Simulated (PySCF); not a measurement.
Isomers of C5H5F3, mass 122.034 u with the commonest isotopes. Theory: PySCF 2.14.0, PBE0-D3(BJ)/def2-SVP geometry optimisation, gas phase. One conformer each, none proved a minimum here; rigid rotors.

Question: Order these by radius of gyration √(Σ m r²/M), largest first.
A. `FC(F)(F)[C@]12C[C@H]1C2`
B. `CC#CCC(F)(F)F`
C. `CCC#CC(F)(F)F`

Answer: C (2.294 Å), B (2.177 Å), A (1.741 Å).

Question: Order these by rotational constant C, smallest first.
A. `CC#CCC(F)(F)F`
B. `CCC#CC(F)(F)F`
C. `FC(F)(F)[C@]12C[C@H]1C2`

Answer: B (849.7 MHz), A (951.9 MHz), C (1614 MHz).

Question: Order these by rotational constant A, smallest first.
A. `CC#CCC(F)(F)F`
B. `FC(F)(F)[C@]12C[C@H]1C2`
C. `CCC#CC(F)(F)F`

Answer: B (3518 MHz), C (4589 MHz), A (4846 MHz).

| SMILES | point group | Ia (u·Å²) | Ib (u·Å²) | Ic (u·Å²) | κ | μa (D) | μb (D) | μc (D) |
| --- | --- | --- | --- | --- | --- | --- | --- | --- |
| FC(F)(F)[C@]12C[C@H]1C2 | Cs | 143.67 | 282.56 | 313.16 | -0.82 | 1.97 | 0.01 | 0.28 |
| CCC#CC(F)(F)F | C1 | 110.12 | 579.01 | 594.79 | -0.99 | 3.45 | 0.39 | 0.00 |
| CC#CCC(F)(F)F | – | 104.28 | 521.10 | 530.90 | -0.99 | 2.02 | 1.16 | 0.00 |
